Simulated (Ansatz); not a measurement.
## Ansatz (development build ahead of 0.2.0) run

```yaml
crystal:
  periodic: [false, false, false]
  atoms:
    - { symbol: Mn, position_ang: [0.0, 0.0, 0.0] }
    - { symbol: B, position_ang: [0.0, 2.5062, 0.9122] }
    - { symbol: "N", position_ang: [0.0, -2.3601, 0.859] }
basis:
  gaussian: { orbitals: pcseg-2 }
magnetization:
  spin_polarized: true
  initial_magnetization: 5
hamiltonian:
  xc: pbe
```

The input is written out in the form of the current development build from the run's settings.

Output:

| Item | Value |
| --- | --- |
| Converged | yes |
| Total energy | -1229.97672 hartree |
| Spin squared of the determinant | 10.195 |
| Stability test | minimum |

Caution: another spin multiplicity may lie lower; the unrestricted determinant is a mixture of spin states.
